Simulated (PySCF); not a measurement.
C₂H₂BrCl₃Si, SMILES C(=C/Br)/[Si](Cl)(Cl)Cl, PBE/def2-SVP optimised geometry.

```
9

Cl    -1.03    -2.76    -1.73
Si    -0.37    -1.84     0.00
Cl     1.69    -1.84     0.00
Cl    -1.03    -2.95     1.62
C     -1.07    -0.12     0.00
C     -0.92     0.85     0.93
Br     0.09     0.66     2.52
H     -1.69     0.15    -0.88
H     -1.37     1.84     0.84
```

Density from PBE/def2-TZVP run with PySCF at that geometry.

Minimum of the electron density along straight lines between bonded atoms, close to the bond critical point (lines longer than 1.1 times the sum of covalent radii, or with two minima, are not listed):

```
bond     length / Å  ρ at the minimum / e bohr⁻³  ∇²ρ there / e bohr⁻⁵  position (fraction from the first atom)
-------  ----------  ---------------------------  --------------------  ---------------------------------------
Cl1–Si2       2.069                        0.100                  0.18                                     0.64
Si2–Cl3       2.066                        0.100                  0.18                                     0.37
Si2–Cl4       2.066                        0.100                  0.18                                     0.37
Si2–C5        1.863                        0.125                  0.16                                     0.39
C5–C6         1.347                        0.335                 -0.95                                     0.48
C6–Br7        1.889                        0.167                 -0.17                                     0.45
C5–H8         1.105                        0.266                 -0.87                                     0.65
C6–H9         1.102                        0.276                 -0.95                                     0.66
```
